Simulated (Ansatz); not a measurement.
Input and output for `O[Si](O)(F)S`.

```yaml
crystal:
  periodic: [false, false, false]
  atoms:
    - {symbol: O, position_ang: [0.213076, 2.021892, 0.276784]}
    - {symbol: Si, position_ang: [0.045841, 0.036715, -0.119703]}
    - {symbol: O, position_ang: [1.904583, -0.732741, -0.333647]}
    - {symbol: F, position_ang: [-0.977288, -0.220803, -1.809271]}
    - {symbol: S, position_ang: [-1.254701, -1.188294, 1.818724]}
    - {symbol: H, position_ang: [-0.790927, 2.672905, 0.340007]}
    - {symbol: H, position_ang: [2.660953, -0.178503, -1.081004]}
    - {symbol: H, position_ang: [-1.686162, -2.482546, 0.838361]}
basis:
  gaussian: {orbitals: cc-pVTZ, fitting: {mean_field: cc-pVTZ-jkfit}}
total_charge: -1
magnetization: {spin_polarized: true, initial_magnetization: 1}
hamiltonian: {xc: {name: r2SCAN0}, dispersion: d4}
scf: {lower_state_search: light}
```

```sh
$ ansatz run in.yaml --threads 4 --pin off --events-out ev --progress --plain --max-ram 10444MiB
```

Shortened log:

```
Functional definition: r2SCAN0
569 factors; integrals over basis functions are off by at most 8.4e-1 eV
mean field evaluation 1: about -25565.7090 eV, gradient 3.1e1 eV
mean field evaluation 2: about -25553.3050 eV, gradient 6.5e1 eV
mean field evaluation 4: about -25569.5639 eV, gradient 3.5e0 eV
mean field evaluation 8: about -25569.6109 eV, gradient 1.7e-1 eV
mean field evaluation 16: about -25569.6113 eV, gradient 2.0e-3 eV
mean field -25569.61126284 eV, -939.6658822044 hartree, gradient 7.7e-5 eV, S^2 0.762446; 0 other end points of the search recorded, 0 dependent functions left out
reference -25569.61127380 eV, -939.6658826070 hartree; 30, 29 occupied and 170, 171 virtual orbitals, 569 factors
Total energy: -25569.66833049 eV, -939.6679794019 hartree
```

Hardware: 4 threads of an Arm Neoverse V2 on a shared host. Wall time 5.5 s, peak host memory 0.46 GiB.
